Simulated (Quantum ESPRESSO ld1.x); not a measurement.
The numbers below are computed, except where a source is named.
One sound ld1.x (Quantum ESPRESSO 7.5) input for neutral iron gives E = -1270.3099 hartree in 38 iterations:

```
 &input
    zed=26.0,
    iswitch=1,
    rel=1,
    lsd=1,
    dft='PZ',
    config='[Ar] 3d6 4s2',
    prefix='ld1',
    max_out_wfc=37,
    file_charge='ld1.rho',
 /
```

Changed or added lines, one case at a time, and what came of them:

- rel=2 cau_fact=21.21 (without lsd): crashed. The program stops in dirsol with "no classical turning point found": with c below Z the Dirac equation of a point nucleus has no 1s solution.
- dft='SCAN': refused. The program stops in set_dft_from_name with "libxc needed for this functional": this build has no Libxc.
- dx=0.001: refused. The program stops in do_mesh with "ndmx is too small": the mesh holds 3500 points at most, so dx, xmin and rmax must fit that.
- noscf=.true.: refused. The program stops in ld1_readin with "hydrogenic levels available only with lsd=0": noscf gives hydrogenic levels and needs lsd = 0.
- config='[Ar] 3d6 4s2 8s1': refused. The program stops in el_config with "wrong main quantum number": the config string takes n from 1 to 7 alone.
- dft='GGA': refused. The program stops in set_dft_from_name with "GGA: unrecognized dft": the name is not a functional that the program knows.
- atom='Fe': harmless. atom and zed name the same element, and the result equals that of the sound run.
